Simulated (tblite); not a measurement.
Species: C4H13FSi3.
Geometry (GFN2-xTB, Å), atoms numbered from 1 in this order:
```
atom  x, y, z in Å
F1    -4.4439   -0.5382    0.0359
C2    -3.1831   -0.9935    0.3730
Si3   -1.8999   -0.3126   -0.8909
C4    -0.0961   -0.7954   -0.4298
C5     0.6139    0.5636   -0.6413
C6     1.7454    0.8251    0.3459
Si7    3.1543   -0.4523    0.2557
Si8   -0.9023    1.7717   -0.6137
H9    -3.2440   -2.0848    0.3752
H10   -3.0007   -0.6542    1.3954
H11   -2.3420   -0.8243   -2.1978
H12    0.3634   -1.5949   -1.0078
H13   -0.0203   -1.0888    0.6187
H14    1.0394    0.5702   -1.6510
H15    2.1564    1.8189    0.1503
H16    1.3377    0.8583    1.3594
H17    3.6002   -0.5644   -1.1354
H18    2.7092   -1.7659    0.7267
H19    4.2688   -0.0055    1.0954
H20   -1.0240    2.4752    0.6712
H21   -0.8413    2.8087   -1.6490
```

Level: GFN2-xTB in tblite, geometry and Hessian alike; calculated harmonic values, unscaled, isolated species. The method is semi-empirical: single wavenumbers can be off by several per cent or more. Modes of hydrogen on silicon can be 10 to 20 % off. One conformer, not necessarily the lowest.

Harmonic wavenumbers (cm⁻¹): 35.7, 47.3, 63.8, 107.6, 126.1, 130.0, 157.0, 240.6, 258.8, 339.5, 362.8, 391.5, 419.5, 491.5, 504.3, 511.2, 538.4, 602.8, 622.4, 677.7, 706.2, 725.2, 748.3, 760.9, 768.3, 782.2, 794.0, 796.0, 807.9, 808.7, 973.5, 1020.7, 1049.0, 1108.2, 1131.2, 1202.4, 1207.9, 1226.4, 1266.6, 1270.9, 1318.9, 1445.0, 1482.7, 1490.1, 2166.3, 2188.6, 2212.1, 2247.3, 2249.7, 2255.7, 2910.8, 2945.5, 2946.0, 2955.7, 2962.4, 2968.7, 3001.0.

A = 2384, B = 493.6, C = 440.2 MHz; mass 164.031 u (most abundant isotopes); point group C1, symmetry number 1.

Question: What is the zero-point energy?

Answer: ½Σν̃ = 32765 cm⁻¹ = 93.68 kcal/mol.

Question: Entropy at 500 K, 1 bar (ideal gas, RRHO, classical rotation)?

Answer: Translation 43.79, rotation 32.35, vibration 67.38: S = 143.5 cal/(mol K).

Question: And Cp and H(500 K) − H(0)?

Answer: Cp = 69.33 cal/(mol K), of which vibrations give 61.38 (their classical limit is 57 R = 113.3); H(500 K) − H(0) = 20.71 kcal/mol without the zero-point energy, 16.73 from vibrations.

Question: How do the functions run with temperature in this model?

Answer: 
| T (K) | S (cal/(mol K)) | Cp (cal/(mol K)) | H − H(0) (kcal/mol) | G − H(0) (kcal/mol) | ln q(vib) |
| --- | --- | --- | --- | --- | --- |
| 50 | 63.4 | 16.0 | 0.58 | -2.60 | 1.02 |
| 100 | 76.6 | 22.6 | 1.55 | -6.12 | 2.90 |
| 298.15 | 113.0 | 48.9 | 8.62 | -25.07 | 10.07 |
| 373.15 | 124.9 | 57.6 | 12.62 | -34.00 | 12.71 |
| 750 | 174.9 | 85.1 | 40.17 | -90.98 | 25.11 |
| 1000 | 200.8 | 95.3 | 62.81 | -138.04 | 32.38 |

q(vib) and H(0) count from the zero-point level.

Question: Blend soft modes into free rotors: weight 1/[1 + (100 cm⁻¹/ν̃)⁴] for the oscillator and the rest for a rotor with moment μB/(μ + B), μ = h/(8π²ν), B = 10⁻⁴⁴ kg m². What vibrational entropy results?

Answer: 61.21 cal/(mol K) in place of 67.38, which changes −T·S at 500 K by +3.08 kcal/mol.

Question: Which modes carry the vibrational entropy at 500 K?

Answer: 35.7 cm⁻¹: 6.51; 47.3 cm⁻¹: 5.95; 63.8 cm⁻¹: 5.36; 107.6 cm⁻¹: 4.32; 126.1 cm⁻¹: 4.01; 130.0 cm⁻¹: 3.95 cal/(mol K); the other 51 give 37.27 together.

Hindered rotation and anharmonicity are outside this model. Other conformers, if any are populated, would add a mixing term that is left out. The structure is chiral; the term R ln 2 for an equal mix with its mirror image is left out.
